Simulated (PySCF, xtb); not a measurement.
Ti(H)3(SH) (H4STi), SMILES [SH][TiH3], multiplicity 1.

Harmonic wavenumbers (cm⁻¹) from GFN2-xTB (xtb) at its own minimum, in rising order: 95, 307, 382, 488, 492, 569, 712, 738, 1361, 1369, 1394, 2309.

**Question.** What does PySCF with PBE-D3(BJ)/def2-TZVP give at its own minimum? (The exact figures need the calculation; the answer reports its results.)

**Answer.** 144, 240, 345, 387, 537, 560, 603, 628, 1658, 1676, 1697, 2473. Paired by order, the mean absolute difference is 133 cm⁻¹ and the zero-point energies are 14.6 and 15.6 kcal/mol.
